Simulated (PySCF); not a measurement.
C₃H₈OSi₂, SMILES [SiH3][C@H]1OC=C[SiH2]1.

Geometry optimised at B3LYP-D3(BJ)/def2-SVP. The structure was generated by enumeration; whether it is a known compound was not checked. Other conformers were not sampled.

Two levels are set side by side: PBE/def2-TZVP (PySCF) and HF/def2-TZVP (PySCF). Same geometry, gas phase. Differences are taken from unrounded values.

```csv
quantity,HF,PBE,PBE minus HF
orbital gap (eV),12.42,4.60,-7.82
highest occupied level (eV),-9.36,-5.58,3.78
lowest empty level (eV),3.05,-0.99,-4.04
dipole moment (D),0.58,0.46,-0.12
mean polarisability (bohr³),82.3,92.0,9.7
```

Without exact exchange PBE keeps part of each electron's self-repulsion, which lifts occupied levels and narrows the gap. Loosely held outer electrons make PBE densities more polarisable. Differences between two approximate levels are no errors against the true value.

Rough cost on one machine, each run with all the roots and properties that it gave: HF against PBE about 1/3.
